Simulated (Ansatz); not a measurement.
PbSe₂, relaxed as a singlet with RKS r2SCAN-D4/def2-TZVP in Ansatz, starting from the GFN1-xTB geometry. Force threshold 0.02 eV/Å.

In the def2 sets Pb takes a core potential; there is no spin–orbit coupling. Another isomer (singlet) lies 1.01 eV lower at PBE0-D4/def2-TZVP; other spin states weren't run for this one.

Start:

Cartesian coordinates in Å:
```
Pb 0.0041 -0.0013 -0.0111
Se -1.8474 -1.4489 -0.5011
Se 1.8433 1.4503 0.5122
```

```csv
step,energy (eV),largest force component (eV/Å),SCF passes
1,-135950.9374,0.300,18
2,-135950.9405,0.240,23
3,-135950.9445,0.006,24
```

Force components are those of the run's own axes.

End:

Cartesian coordinates in Å:
```
Pb 0.0012 -0.0004 -0.0032
Se -1.8298 -1.4367 -0.5006
Se 1.8286 1.4371 0.5038
```

By distances, no bond broke or formed. The bond that changes most is Pb1–Se2, from 2.40 to 2.38 Å (atoms count from 1).

No frequencies were taken in this run, so the end may be a saddle point.

It took 4.6 s on 4 threads of AMD EPYC 7B13 on a shared host.
